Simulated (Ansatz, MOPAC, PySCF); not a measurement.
Breaking a bond: ClMg (cation, charge +1), lowest triplet found (which spin is the ground state isn't settled by this scan).

- PM6, unrestricted, heats of formation (MOPAC)
- UHF/STO-3G = unrestricted Hartree-Fock/STO-3G (PySCF)
- UKS-B3LYP/6-31G* = unrestricted B3LYP/6-31G*, spherical d (PySCF)
- FCI = Ansatz (a program for electronic structure) with full CI/cc-pVDZ, frozen core

Energies relative to the lowest point of each curve between 2.21 and 3.27 Å, where full CI is lowest, in kcal/mol; the last columns give the difference from FCI:

```tsv
R / Å	PM6	UHF/STO-3G	UKS-B3LYP/6-31G*	FCI	PM6 − FCI	UHF/STO-3G − FCI	UKS-B3LYP/6-31G* − FCI
1.76	73.0	112.0	100.4	103.5	-30.5	8.4	-3.1
1.89	39.5	64.5	58.8	60.6	-21.0	4.0	-1.7
2.02	18.9	35.7	33.5	34.3	-15.4	1.4	-0.8
2.12	9.2	21.7	21.0	21.4	-12.2	0.4	-0.3
2.21	3.9	13.3	13.4	13.5	-9.5	-0.2	-0.1
2.31	0.9	7.2	7.7	7.6	-6.7	-0.4	0.1
2.38	0.0	4.4	5.0	4.8	-4.8	-0.4	0.2
2.45	0.0	2.5	3.0	2.8	-2.8	-0.4	0.2
2.51	0.5	1.4	1.8	1.7	-1.2	-0.3	0.1
2.63	2.4	0.2	0.4	0.4	2.0	-0.1	0.1
2.74	4.8	0.0	0.0	0.0	4.8	0.0	0.0
2.88	8.2	0.4	0.1	0.2	7.9	0.1	-0.1
3.04	11.8	1.1	0.9	1.0	10.8	0.1	-0.2
3.27	15.8	2.3	2.3	2.4	13.4	-0.1	-0.1
3.57	19.0	3.5	4.2	4.1	14.9	-0.6	0.0
3.91	20.7	4.3	5.9	5.6	15.2	-1.3	0.3
4.30	21.5	4.7	7.2	6.7	14.8	-1.9	0.6
4.78	21.8	5.0	8.2	7.5	14.3	-2.5	0.7
5.31	21.9	5.1	8.8	8.1	13.9	-2.9	0.8
6.08	22.0	5.3	9.3	8.5	13.5	-3.3	0.8
7.04	22.1	5.4	9.6	8.8	13.3	-3.4	0.8
8.34	22.2	5.4	9.7	8.9	13.2	-3.5	0.8
```

PM6 is furthest from FCI at 1.76 (-30.5 kcal/mol, below); its mean absolute difference over the points is 11.6 kcal/mol.

UHF/STO-3G is furthest from FCI at 1.76 (8.4 kcal/mol, above); its mean absolute difference over the points is 1.6 kcal/mol.

UKS-B3LYP/6-31G* is furthest from FCI at 1.76 (-3.1 kcal/mol, below); its mean absolute difference over the points is 0.5 kcal/mol.
